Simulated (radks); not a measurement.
Task: The tin anion Sn4-, [Xe], held by a Watson sphere: a shell of charge +4 at radius R that stands for the Madelung well of a crystal (potential energy -4/R inside, -4/r outside, in hartree with lengths in bohr). Calculated with a radial shooting solver on a logarithmic mesh with Libxc functionals: scalar-relativistic Kohn-Sham, PBE, spin-polarised, spherical densities, finite nucleus; Fermi nuclear charge, rms radius of each element as measured or else 0.836 A^(1/3) + 0.57 fm. Response by self-consistent Sternheimer equations with the Hartree and adiabatic LDA kernel, the relativistic mass of each level held fixed and spin-orbit coupling left out. The sphere does not respond.

R (bohr)  e(4d) (eV)  e(5s) (eV)  e(5p) (eV)  <r> 5p (bohr)  sum of <r^2> (bohr^2)  X-ray form factor at sin(theta)/lambda = 0.3 1/angstrom  alpha (bohr^3)
2.62         -26.263     -13.770      -6.836          2.917                  95.17                                                   34.456           56.50
3.59         -23.971     -10.954      -5.326          3.439                  120.6                                                   34.702           110.2
4.04         -23.585     -10.070      -4.725          3.691                  134.1                                                   34.755           150.2
4.44         -23.381      -9.466      -4.264          3.919                  146.8                                                   34.773           196.7
4.74         -23.280      -9.108      -3.962          4.092                  157.0                                                   34.777           239.5
5.04         -23.210      -8.820      -3.695          4.267                  167.7                                                   34.778           289.9
5.13         -23.194      -8.746      -3.622          4.320                  171.0                                                   34.778           306.5
5.67         -23.132      -8.402      -3.236          4.639                  192.0                                                   34.778           422.8

Estimate the row for R = 4.53 bohr.

Result: e(4d) (eV) -23.346; e(5s) (eV) -9.350; e(5p) (eV) -4.169; <r> 5p (bohr) 3.970; sum of <r^2> (bohr^2) 149.8; X-ray form factor at sin(theta)/lambda = 0.3 1/angstrom 34.775; alpha (bohr^3) 208.8.
